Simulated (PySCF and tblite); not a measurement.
Values are calculated unless marked as measured or tabulated.
C₈H₁₃ClO, numbered as in [CH3:1][O:2][C@@H:3]1[CH:4]=[CH:5][C@@H:6]([CH3:7])[C@H:8]([Cl:9])[CH2:10]1.

Level: PBE0-D3(BJ)/pcSseg-1//GFN2-xTB, thermal terms from GFN2-xTB, symmetry numbers and mirror pairs counted. Conformers within 2.5 kcal/mol (GFN2-xTB free energy) were kept, 3 at most. Of two unlike H on one atom, a is the less shielded (PBE0/pcSseg-1). Programs: PySCF with density fitting and tblite.

An NOE distance is ⟨r⁻⁶⟩^(−1/6) over all pairs of like atoms and, for the average, over conformers.

Torsions listed: C1–O2–C3–C10. The 6-ring runs over atoms 3–4–5–6–8–10.

| conformer | shape | weight % |
| --- | --- | --- |
| 1 | 6-ring half-chair (ring torsions -1, -13, 45, -65, 48, -17°); 72° | 60.6 |
| 2 | 6-ring half-chair (ring torsions -1, -13, 45, -65, 48, -17°); 158° | 39.4 |

**Question.** Which H–H contacts under 3.5 Å would NOEs report (pairs on one atom left out) at 298.15 K?

**Answer.** 
```tsv
pair	in 1 (Å)	in 2 (Å)	average (Å)
H4 ··· H5	2.43	2.41	2.42
H3 ··· H10a	2.44	2.44	2.44
H8 ··· H10a	2.52	2.53	2.52
H3 ··· H8	2.58	2.60	2.59
H6 ··· H7	2.59	2.59	2.59
H5 ··· H6	2.61	2.61	2.61
H6 ··· H10b	2.62	2.62	2.62
H1 ··· H3	2.67	2.63	2.65
H3 ··· H4	2.65	2.66	2.66
H7 ··· H8	2.81	2.81	2.81
H5 ··· H7	2.82	2.83	2.82
H1 ··· H10a	2.75	4.21	2.97
H6 ··· H8	3.04	3.04	3.04
H3 ··· H10b	3.06	3.05	3.05
H8 ··· H10b	3.06	3.06	3.06
H1 ··· H4	4.27	2.72	3.13
```

Longer pairs under the limit may be missing.
